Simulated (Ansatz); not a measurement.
Basis-set extrapolation for H9NSi3 (`N[SiH2][SiH2][SiH3]`) (PBE0-D4/def2-TZVP geometry, frozen core, the Gaussian-basis code of Ansatz). Multiplicity 1, RHF reference.

|  | def2-TZVPP | def2-QZVPP |
| --- | --- | --- |
| HF | -926.563258 | -926.593189 |
| MP2 correlation | -0.598327 | -0.641911 |
| CCSD(T) correlation | -0.692991 | not run |

Energies in hartree. Use E(X) = E(∞) + A·exp(−7.88·√X) for Hartree–Fock and E(X) = E(∞) + B·X^(−2.97) for correlation, with X = 3 and 4, and add CCSD(T) minus MP2 of the smaller set to the MP2 limit.

Task: What is the CCSD(T) energy at the basis-set limit?

Result: HF limit: -926.593189 + (-0.029931) × 0.13774 = -926.59731. MP2 limit: -0.641911 + (-0.043584) × 0.74074 = -0.67420. Higher-order term: -0.692991 − (-0.598327) = -0.09466. Total: -927.36617 hartree, 2.99 eV below CCSD(T)/def2-TZVPP.
